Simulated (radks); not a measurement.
Results of a calculation; reference values are marked as such.
Valence configurations of the praseodymium ion Pr3+ (all share [Xe]). Level of theory: scalar-relativistic Kohn-Sham, r2SCAN, spin-polarised, spherical densities, finite nucleus; open shells are filled with parallel spins first (spin-orbit coupling, left out, can overturn this in heavy ions); meta-GGA in the generalised Kohn-Sham scheme; Fermi nuclear charge, rms radius 4.8919 fm (a radial shooting solver on a logarithmic mesh with Libxc functionals). Energies are relative to 4f2; eigenvalues in eV for spin up.

[
 {"valence": "4f2", "E (eV)": "0.000", "moment (Bohr magnetons)": "2", "e(4f)": "-30.042", "e(5d)": "-", "e(6p)": "-", "e(6s)": "-"},
 {"valence": "4f1 5d1", "E (eV)": "8.544", "moment (Bohr magnetons)": "2", "e(4f)": "-36.493", "e(5d)": "-25.891", "e(6p)": "-", "e(6s)": "-"},
 {"valence": "4f1 6s1", "E (eV)": "12.794", "moment (Bohr magnetons)": "2", "e(4f)": "-39.622", "e(5d)": "-", "e(6p)": "-", "e(6s)": "-23.765"},
 {"valence": "4f1 6p1", "E (eV)": "17.803", "moment (Bohr magnetons)": "2", "e(4f)": "-40.597", "e(5d)": "-", "e(6p)": "-19.110", "e(6s)": "-"},
 {"valence": "5d1 6p1", "E (eV)": "32.452", "moment (Bohr magnetons)": "2", "e(4f)": "-", "e(5d)": "-30.699", "e(6p)": "-19.672", "e(6s)": "-"},
 {"valence": "4f1 6s0.5 6p0.5", "E (eV)": "15.358", "moment (Bohr magnetons)": "2", "e(4f)": "-40.114", "e(5d)": "-", "e(6p)": "-18.882", "e(6s)": "-23.871"},
 {"valence": "4f1.5 5d0.5", "E (eV)": "3.763", "moment (Bohr magnetons)": "2", "e(4f)": "-33.203", "e(5d)": "-24.750", "e(6p)": "-", "e(6s)": "-"},
 {"valence": "5d2", "E (eV)": "21.546", "moment (Bohr magnetons)": "2", "e(4f)": "-", "e(5d)": "-28.053", "e(6p)": "-", "e(6s)": "-"},
 {"valence": "5d1 6s1", "E (eV)": "27.088", "moment (Bohr magnetons)": "2", "e(4f)": "-", "e(5d)": "-30.064", "e(6p)": "-", "e(6s)": "-24.676"},
 {"valence": "6s2", "E (eV)": "34.134", "moment (Bohr magnetons)": "0", "e(4f)": "-", "e(5d)": "-", "e(6p)": "-", "e(6s)": "-25.331"}
]

NIST lists [Xe] 4f2 as the ground configuration; this level of theory agrees among the configurations tried. The energies are those of spherical high-spin densities, not of single terms.
